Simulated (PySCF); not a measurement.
# Correlation energy of Kr²⁺ (krypton, charge +2)

[Ar] 3d10 4s1 4p4 4d1, one real determinant (an excited configuration). Computed with PySCF 2.14 in aug-cc-pVTZ-PP with ECP10MDF, with scalar relativity through the core potential. Frozen: 3s2 3p6 3d10; 6 electrons correlated.

```json
{"level": "CCSD", "correlation energy (mhartree)": "-137.71"}
{"level": "(T)", "correlation energy (mhartree)": "-9.57"}
{"level": "CCSD(T)", "correlation energy (mhartree)": "-147.28"}
```

Diagnostics: T1 = 0.0098, D1 = 0.0238, largest double amplitude 0.190.

The real determinant used has ⟨L²⟩ near 8 against 12 for a pure F term, so it mixes terms. The outer electron is Rydberg-like, and this basis confines it to a smaller radius and binds it less than a complete one would. A double-excitation amplitude exceeds 0.15, a sign of near-degeneracy.

Cost of the coupled-cluster step: about 2.2 core-seconds, for 6 correlated electrons.

The reference is one real determinant that mixes LS terms of this configuration.
